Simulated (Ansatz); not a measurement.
Correlation energies of Cl$_{3}$GeH$_{3}$Si, SMILES `Cl[Si](Cl)(Cl)[GeH3]` by basis set

```tsv
atom	x (Å)	y (Å)	z (Å)
Cl1	-2.384	1.114	-0.223
Si2	-0.700	0.133	-0.837
Cl3	-1.261	-1.675	-1.605
Cl4	0.161	1.223	-2.335
Ge5	0.811	-0.154	0.968
H6	0.120	-0.976	2.064
H7	2.054	-0.892	0.457
H8	1.201	1.227	1.510
```

The species carries charge 0 and has multiplicity 1. Correlated methods include outer-core shells of Ge, which these sets cover unevenly. Scalar relativity is left out up to krypton. All single points use the PBE0-D4/def2-TZVP geometry. Frozen core, restricted reference, Ansatz.

| basis | HF (Eh) | MP2 corr. | CCSD corr. | (T) | CCSD(T) total |
| --- | --- | --- | --- | --- | --- |
| def2-SVP | -3743.91049 | -0.72152 | -0.77032 | -0.01944 | -3744.70025 |
| def2-TZVPP | -3744.75793 | -0.94271 | -1.00324 | -0.04249 | -3745.80366 |
| def2-QZVPP | -3744.84716 | -1.27651 | – | – | – |
